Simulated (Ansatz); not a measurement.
The cluster Mg3Te3, 6 atoms. Hardware: 4 threads of Arm Neoverse V2 on a shared host.

In the def2 sets Te takes a core potential; there is no spin–orbit coupling. Correlated methods freeze 15 core orbitals; core or outer-core shells of Mg, Te are correlated, in sets that lack core-valence functions.

(1) How many basis functions does each of these Ansatz runs have, and roughly what does it cost? PBE0-D4/def2-SVP, charge 0 unrestricted singlet, energy with a search over starts; CCSD(T)/def2-SVP, charge 0 quintet, energy, from earlier orbitals; PBE-D4/def2-TZVP, charge 0 unrestricted singlet, energy, from earlier orbitals; LC-ωPBE/def2-TZVP, charge 0 triplet, energy, from earlier orbitals; PBE-D4/def2-TZVP, charge 1 doublet at the geometry of the charge 0 singlet, energy, from earlier orbitals; PBE0-D4/def2-TZVP, charge 1 doublet at the geometry of the charge 0 singlet, energy; PBE0-D4/def2-TZVP, charge 0 quintet, energy, from earlier orbitals; r2SCANh-D4/def2-TZVP, charge 0 singlet, energy, from earlier orbitals; r2SCAN-D4/def2-TZVP, charge 0 unrestricted singlet, energy, from earlier orbitals; PBE-D4/def2-TZVP, charge 0 quintet, energy, from earlier orbitals; r2SCAN-D4/def2-TZVP, charge 1 doublet at the geometry of the charge 0 singlet, energy, from earlier orbitals; PBE0-D4/def2-SVP, charge 0 singlet, energy, from earlier orbitals.

Answers

(1) Other jobs shared the machine, so times can vary by a factor of up to 3. A dash marks memory too small to be measured apart from the calling script's.

```json
{"run": "PBE0-D4/def2-SVP, charge 0 singlet, energy, from earlier orbitals", "functions": "132", "fitting or Cholesky vectors": "1431", "wall time": "3.6 s", "peak host memory (GiB)": "–"}
{"run": "PBE0-D4/def2-SVP, charge 0 unrestricted singlet, energy with a search over starts", "functions": "132", "fitting or Cholesky vectors": "1431", "wall time": "6.5 s", "peak host memory (GiB)": "0.76"}
{"run": "PBE-D4/def2-TZVP, charge 0 unrestricted singlet, energy, from earlier orbitals", "functions": "246", "fitting or Cholesky vectors": "2022", "wall time": "7 s", "peak host memory (GiB)": "–"}
{"run": "PBE-D4/def2-TZVP, charge 1 doublet at the geometry of the charge 0 singlet, energy, from earlier orbitals", "functions": "246", "fitting or Cholesky vectors": "2022", "wall time": "8 s", "peak host memory (GiB)": "–"}
{"run": "PBE-D4/def2-TZVP, charge 0 quintet, energy, from earlier orbitals", "functions": "246", "fitting or Cholesky vectors": "2022", "wall time": "8.5 s", "peak host memory (GiB)": "–"}
{"run": "r2SCANh-D4/def2-TZVP, charge 0 singlet, energy, from earlier orbitals", "functions": "246", "fitting or Cholesky vectors": "2031", "wall time": "12 s", "peak host memory (GiB)": "1.2"}
{"run": "r2SCAN-D4/def2-TZVP, charge 0 unrestricted singlet, energy, from earlier orbitals", "functions": "246", "fitting or Cholesky vectors": "2022", "wall time": "17 s", "peak host memory (GiB)": "–"}
{"run": "r2SCAN-D4/def2-TZVP, charge 1 doublet at the geometry of the charge 0 singlet, energy, from earlier orbitals", "functions": "246", "fitting or Cholesky vectors": "2022", "wall time": "20 s", "peak host memory (GiB)": "–"}
{"run": "PBE0-D4/def2-TZVP, charge 0 quintet, energy, from earlier orbitals", "functions": "246", "fitting or Cholesky vectors": "2178", "wall time": "27 s", "peak host memory (GiB)": "1.4"}
{"run": "LC-ωPBE/def2-TZVP, charge 0 triplet, energy, from earlier orbitals", "functions": "246", "fitting or Cholesky vectors": "2022", "wall time": "31 s", "peak host memory (GiB)": "1.7"}
{"run": "PBE0-D4/def2-TZVP, charge 1 doublet at the geometry of the charge 0 singlet, energy", "functions": "246", "fitting or Cholesky vectors": "2178", "wall time": "49 s", "peak host memory (GiB)": "1.5"}
{"run": "CCSD(T)/def2-SVP, charge 0 quintet, energy, from earlier orbitals", "functions": "132", "fitting or Cholesky vectors": "1431", "wall time": "4.9 min", "peak host memory (GiB)": "3.7"}
```
